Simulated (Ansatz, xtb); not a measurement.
**Ranking isomers of C6H7O2P**

3 gas-phase structures of C6H7O2P, from a drawn sample of its isomers (lower ones may exist). Each was relaxed with GFN2-xTB; where two conformers were screened, the lower at r2SCAN-D4/def2-SVP is listed:

A. `CC(=O)C1=PC(C)=CO1`, a singlet
B. `CC(=O)C1=C(C)OC=P1`, a singlet
C. `C=CC1=C(OC)OC=P1`, a singlet

Estimate their order in r2SCAN-D4/def2-SVP energy at these geometries, lowest first.

Calculated order at r2SCAN-D4/def2-SVP: B (0.0), A (2.8), C (30.6) kcal/mol.

Energies above the lowest of each column, in kcal/mol; the last columns are at PBE0-D3(BJ)/def2-SVP geometries and were run for some of them only (a dash: not run or not comparable):

```csv
structure,GFN2-xTB,HF/STO-3G,r2SCAN-D4/def2-SVP,PBE0-D3(BJ)/def2-SVP,CCSD(T)/def2-SVP + ΔMP2/def2-TZVPP
B,0.0,0.0,0.0,0.0,0.0
A,1.6,0.9,2.8,3.0,2.8
C,18.1,22.8,30.6,–,–
```

Every level run on B puts it lowest or level with the lowest. Some further structures that were screened fall inside this span and aren't listed. Flexible structures stand in one conformer each, not always the lowest. Frequencies (GFN2-xTB) were run for A, B alone. ΔMP2 is the change of the MP2 energy from the smaller to the larger basis.

Programs: Ansatz 0.2.0, xtb 6.7.1.
